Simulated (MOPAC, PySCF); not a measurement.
C₄H₃N, SMILES `[N+](#[C-])C=C=C`, neutral singlet in the gas phase. 

Cartesian coordinates (Å):
SMILES: [C-]#[N+]C=C=C
```xyz
8

C      2.6571     1.2830     0.3400
N      1.8145     0.5142     0.0837
C      0.8687    -0.4409    -0.2278
C     -0.4151    -0.1929    -0.2497
C     -1.6920     0.0222    -0.2797
H      1.2609    -1.4248    -0.4570
H     -2.1869     0.3521    -1.1868
H     -2.3072    -0.1130     0.6035
```
Charge 0, spin multiplicity 1.

All levels are single points at this geometry (B3LYP-D3(BJ)/def2-TZVP); Pople sets use spherical d functions. Orbital energies aren't observables, and empty levels follow the basis.

```tsv
level	HOMO (eV)	LUMO (eV)	gap (eV)	dipole (D)	vertical IE, Delta-SCF (eV)
ωB97X-D3(BJ)/def2-TZVP in PySCF	-10.26	1.06	11.33	3.96	–
BP86/6-31G* in PySCF	-6.64	-1.79	4.84	3.89	–
M06-2X/6-31G* in PySCF	-8.84	0.23	9.07	3.74	–
PBE/6-31G* in PySCF	-6.54	-1.70	4.84	3.89	9.75
HF/3-21G in PySCF	-10.11	3.34	13.46	3.51	–
HF/6-31G* in PySCF	-10.10	3.34	13.44	3.55	8.75
HF/STO-3G in PySCF	-8.47	6.66	15.12	3.07	–
PM6 in MOPAC	-10.10	0.19	10.29	3.03	–
PM7 in MOPAC	-9.98	0.25	10.23	2.56	–
```
